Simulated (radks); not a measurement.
Problem. The mean radii <r> (bohr) of the occupied orbitals of an atom or ion are listed with their occupations. Method: scalar-relativistic Kohn-Sham, SCAN, spin-unpolarised, spherical densities, finite nucleus; meta-GGA in the generalised Kohn-Sham scheme; Fermi nuclear charge, rms radius of each element as measured or else 0.836 A^(1/3) + 0.57 fm; computed with a radial shooting solver on a logarithmic mesh with Libxc functionals.

orbital  occ.      <r>
1s          2  0.02363
2s          2   0.1009
2p          6  0.08881
3s          2   0.2658
3p          6   0.2642
3d         10   0.2419
4s          2   0.6049
4p          6   0.6393
4d         10   0.6987
5s          2    1.409
5p          6    1.602
4f          2   0.9138
6s          2    3.700
6p          2    4.576

Name the element and its charge.

Solution. Z = 60, neodymium, charge 0: Nd in [Xe] 4f2 6s2 6p2. The 1s radius gives Z: for a bare nucleus <r> = (2 gamma + 1)/(2Z) with gamma = sqrt(1 - (Z/c)^2), 0.02332 bohr for Z = 60, and screening makes it slightly larger (0.02363 here). The occupations add up to 60, and the charge is Z minus that.
